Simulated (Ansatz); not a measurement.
InH2(OH) (InOH3). Total charge 0; singlet. Geometry PBE-D4/def2-TZVP.

| atom | x (Å) | y (Å) | z (Å) |
| --- | --- | --- | --- |
| In1 | -0.578 | 0.005 | -0.269 |
| H2 | -0.958 | -0.471 | -1.873 |
| H3 | -1.489 | 0.607 | 1.069 |
| O4 | 1.399 | -0.205 | 0.083 |
| H5 | 1.625 | 0.064 | 0.990 |

In the def2 sets In takes a core potential; there is no spin–orbit coupling. B3LYP takes the VWN-RPA correlation.

(1) Estimate the orbital energies around the gap (eV) in Ansatz with LDA (SPW92)/def2-TZVP, PBE-D4/def2-SVP, r2SCAN-D4/def2-TZVP, B3LYP-D4/def2-TZVP, PBE0-D4/def2-SVP.

## Answers

(1) 
```json
{"orbital": "HOMO−5", "LDA (SPW92)/def2-TZVP": "-18.65", "PBE-D4/def2-SVP": "-18.58", "r2SCAN-D4/def2-TZVP": "-19.21", "B3LYP-D4/def2-TZVP": "-20.68", "PBE0-D4/def2-SVP": "-21.16"}
{"orbital": "HOMO−4", "LDA (SPW92)/def2-TZVP": "-11.47", "PBE-D4/def2-SVP": "-11.13", "r2SCAN-D4/def2-TZVP": "-11.58", "B3LYP-D4/def2-TZVP": "-12.54", "PBE0-D4/def2-SVP": "-12.67"}
{"orbital": "HOMO−3", "LDA (SPW92)/def2-TZVP": "-9.78", "PBE-D4/def2-SVP": "-9.43", "r2SCAN-D4/def2-TZVP": "-9.99", "B3LYP-D4/def2-TZVP": "-10.88", "PBE0-D4/def2-SVP": "-10.94"}
{"orbital": "HOMO−2", "LDA (SPW92)/def2-TZVP": "-7.66", "PBE-D4/def2-SVP": "-7.43", "r2SCAN-D4/def2-TZVP": "-7.85", "B3LYP-D4/def2-TZVP": "-8.61", "PBE0-D4/def2-SVP": "-8.71"}
{"orbital": "HOMO−1", "LDA (SPW92)/def2-TZVP": "-7.04", "PBE-D4/def2-SVP": "-6.62", "r2SCAN-D4/def2-TZVP": "-7.15", "B3LYP-D4/def2-TZVP": "-8.04", "PBE0-D4/def2-SVP": "-8.04"}
{"orbital": "HOMO", "LDA (SPW92)/def2-TZVP": "-6.86", "PBE-D4/def2-SVP": "-6.37", "r2SCAN-D4/def2-TZVP": "-6.93", "B3LYP-D4/def2-TZVP": "-7.94", "PBE0-D4/def2-SVP": "-7.91"}
{"orbital": "LUMO", "LDA (SPW92)/def2-TZVP": "-2.47", "PBE-D4/def2-SVP": "-2.09", "r2SCAN-D4/def2-TZVP": "-1.92", "B3LYP-D4/def2-TZVP": "-1.82", "PBE0-D4/def2-SVP": "-1.40"}
{"orbital": "LUMO+1", "LDA (SPW92)/def2-TZVP": "-1.46", "PBE-D4/def2-SVP": "-1.00", "r2SCAN-D4/def2-TZVP": "-0.90", "B3LYP-D4/def2-TZVP": "-0.76", "PBE0-D4/def2-SVP": "-0.07"}
{"orbital": "LUMO+2", "LDA (SPW92)/def2-TZVP": "-0.51", "PBE-D4/def2-SVP": "-0.07", "r2SCAN-D4/def2-TZVP": "0.15", "B3LYP-D4/def2-TZVP": "0.05", "PBE0-D4/def2-SVP": "0.66"}
{"orbital": "LUMO+3", "LDA (SPW92)/def2-TZVP": "1.04", "PBE-D4/def2-SVP": "1.92", "r2SCAN-D4/def2-TZVP": "2.13", "B3LYP-D4/def2-TZVP": "1.25", "PBE0-D4/def2-SVP": "2.66"}
{"orbital": "LUMO+4", "LDA (SPW92)/def2-TZVP": "1.74", "PBE-D4/def2-SVP": "2.68", "r2SCAN-D4/def2-TZVP": "2.56", "B3LYP-D4/def2-TZVP": "2.11", "PBE0-D4/def2-SVP": "3.53"}
{"orbital": "LUMO+5", "LDA (SPW92)/def2-TZVP": "1.88", "PBE-D4/def2-SVP": "3.62", "r2SCAN-D4/def2-TZVP": "2.85", "B3LYP-D4/def2-TZVP": "2.21", "PBE0-D4/def2-SVP": "4.59"}
```
